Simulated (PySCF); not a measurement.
# Potential energy of MoH along the bond

Set-up: basis Mo cc-pVDZ-PP with ECP28, H cc-pVDZ; scalar-relativistic core potentials; PySCF 2.14. Energies in eV from Mo (4d5 5s1) + H in their ground configurations at the same level. State: ⁶Σ⁺ (sextet), unpaired electrons σ ↑, π ↑↑, δ ↑↑.

All columns are PBE0. A positive dipole means Mo(−)H(+).

```
R (Å)  E (eV)  μ (D)  Mulliken charge on Mo (basis-dependent)  HOMO (eV)  LUMO (eV)  Mayer bond order  ⟨S²⟩
1.483  -1.869  -1.99                                     0.01      -5.41      -1.36              1.06  8.77
1.552  -2.124  -2.16                                     0.03      -5.44      -1.48              1.04  8.77
1.621  -2.269  -2.33                                     0.05      -5.48      -1.59              1.02  8.77
1.672  -2.322  -2.46                                     0.06      -5.51      -1.68              1.01  8.78
1.724  -2.338  -2.58                                     0.08      -5.54      -1.76              0.99  8.78
1.776  -2.322  -2.71                                     0.09      -5.57      -1.85              0.98  8.79
1.845  -2.265  -2.87                                     0.10      -5.61      -1.95              0.97  8.80
1.931  -2.148  -3.06                                     0.11      -5.66      -2.08              0.94  8.81
2.034  -1.967  -3.26                                     0.12      -5.72      -2.22              0.91  8.83
2.172  -1.690  -3.45                                     0.13      -5.78      -2.38              0.87  8.88
```

A fit through these points gives, at Re = 1.722 Å, μ = -2.58 D and dμ/dR = -2.44 D/Å; the reduced mass is 0.9976 u.

Task: How strong is the fundamental in the double-harmonic approximation, I = 42.26·(dμ/dR)²/μred km/mol?

Result: I = 42.26·(-2.44)²/0.9976 = 252 km/mol at PBE0.

The metal atom is held in its measured ground configuration; semilocal functionals can put another filling of s and d lower by some tenths of an eV, and De to that atom would be smaller. ⟨S²⟩ of the unrestricted solution departs from its pure value on part of the curve, where spin states mix. These are scalar-relativistic numbers at best; spin–orbit coupling would shift them, the dissociation energy most. With d or f electrons several states lie close, and the lowest PBE0 determinant need not be the measured ground state.
